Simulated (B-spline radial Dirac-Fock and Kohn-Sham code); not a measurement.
Calculated with a B-spline atomic structure program, using the independent-particle Dirac-Slater model, thresholds from Dirac-Fock. Kinetic energies are from the vacuum level. Open shells are spread statistically over j, without multiplet splitting. Without correlation, outer binding energies are uncertain by a few eV, most for open f shells.

Q: A free atom or ion in its tabulated ground configuration is ionised with Ga Kα (9251.7 eV) photons and gives these photoelectron lines. Identify it and assign the lines.

```
kinetic energy (eV)  relative cross section
              843.7                    37.6
             1294.4                    59.8
             1982.1                   100.0
             7338.8                     9.2
             7533.0                     9.3
             7676.4                    15.8
             8007.7                     5.0
             8038.1                     6.8
             8836.5                     2.3
             8913.4                     2.0
             8945.2                     3.4
             9073.1                    0.99
             9078.8                     1.3
             9178.9                    0.40
             9202.4                    0.30
             9206.8                    0.48
             9232.6                  0.0076
             9232.9                   0.010
```

A: Gd²⁺, [Xe] 4f7 5d1. Binding energies are hν less the kinetic energy: 2s 8408.0 eV, 2p1/2 7957.3 eV, 2p3/2 7269.6 eV, 3s 1912.9 eV, 3p1/2 1718.7 eV, 3p3/2 1575.3 eV, 3d3/2 1244.0 eV, 3d5/2 1213.6 eV, 4s 415.2 eV, 4p1/2 338.3 eV, 4p3/2 306.5 eV, 4d3/2 178.6 eV, 4d5/2 172.9 eV, 5s 72.82 eV, 5p1/2 49.29 eV, 5p3/2 44.87 eV, 5d3/2 19.06 eV, 5d5/2 18.83 eV.
